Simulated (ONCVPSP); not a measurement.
## What one change does to a pseudopotential (lead (Pb), ONCV)

```
Element                 : lead (Pb)
Generator               : ONCVPSP 4.0.1
Type                    : optimised norm-conserving Vanderbilt (ONCV)
Functional              : PBE
Relativity              : fully relativistic
Frozen core             : [Xe] 4f14 5d10
Valence charge          : 4
Reference configuration : 6s2 6p2
Partial waves           : 6s: rc 1.85 bohr, ncon 4, nbas 7, qcut 3 1/bohr, 2 projectors, debl 2.1 Ha; 6p: rc 2.35 bohr, ncon 4, nbas 9, qcut 3.9 1/bohr, 3 projectors, debl 0.5 Ha
Local potential         : polynomial inside 1.65 bohr (lpopt 5, dvloc0 4 Ha)
Core correction         : Teter function fitted to the true core (icmod 2), fcfact 0.7
```

Open shells are filled in proportion to 2j + 1.

All-electron outer shells of the reference configuration (PBE, scalar-relativistic, ld1.x):

```
shell  level (eV)  outermost node (bohr)  outermost maximum (bohr)
   5p      -85.83                   0.49                      0.88
   5d      -21.18                   0.52                      1.07
   6s      -12.04                   1.01                      1.95
   6p       -3.50                   1.18                      2.67
```

Change: local potential polynomial inside 1.20 bohr (lpopt 5, dvloc0 -1 Ha).

Cutoffs: the cutoffs (Ha) at which the residual kinetic energy of the hardest occupied pseudo-wave falls to 1 and 0.1 mHa per electron; they do not see the model core or the augmentation charge, which bear on the density cutoff. Errors are all-electron minus pseudo energies relative to the spin-unpolarised reference configuration.

Question: What does the change do?

Answer: The potential gets neither clearly harder nor softer (11 Ha and 25 Ha → 11 Ha and 25 Ha); the bound ghosts move from p to p, s; the errors of the 4 common tests hardly move; the range in which the s phases agree widens (upper end 2.3 → 3.8); the range in which the p1/2 phases agree widens (upper end 2.9 → at the end of the scan). In the separable form a ghost depends on how the local part lies against the semilocal potential of the channel, so the choice of the local part can create or remove one.

| quantity | base | changed |
| --- | --- | --- |
| cutoff, loose | 11 Ha | 11 Ha |
| cutoff, tight | 25 Ha | 25 Ha |
| bound ghosts | p3/2, p1/2 | s, p3/2, p1/2 |
| GHOST(+) flags under 300 eV | s at 64.1 eV, p1/2 at 105.9 eV | s at 118.2 eV |
| error for 6s2 6p1, meV [ΔE 6.70 eV] | -8.1 | -8.1 |
| error for 6s2 6p0, meV [ΔE 20.30 eV] | -92 | -93 |
| error for 6s1 6p0, meV [ΔE 52.71 eV] | -550 | -550 |
| error for 6s2 6p1.5, meV [ΔE 2.55 eV] | -0.7 | -0.7 |
| s: phases at 1.88 bohr within 0.05 rad from the reference energy up to (Ha; the scan ends near 5) | 2.3 | 3.8 |
| p3/2: phases at 2.39 bohr within 0.05 rad from the reference energy up to (Ha; the scan ends near 5) | 3.8 | 3.7 |
| p1/2: phases at 2.39 bohr within 0.05 rad from the reference energy up to (Ha; the scan ends near 5) | 2.9 | to the end of the scan |
| rms error of d²Exc/dni dnj with the model core, mHa | 3.61 | 3.61 |

 A true bound ghost makes a file unfit for plane-wave use even where its test errors are small: the radial tests pick states by their node count and pass the ghost by.
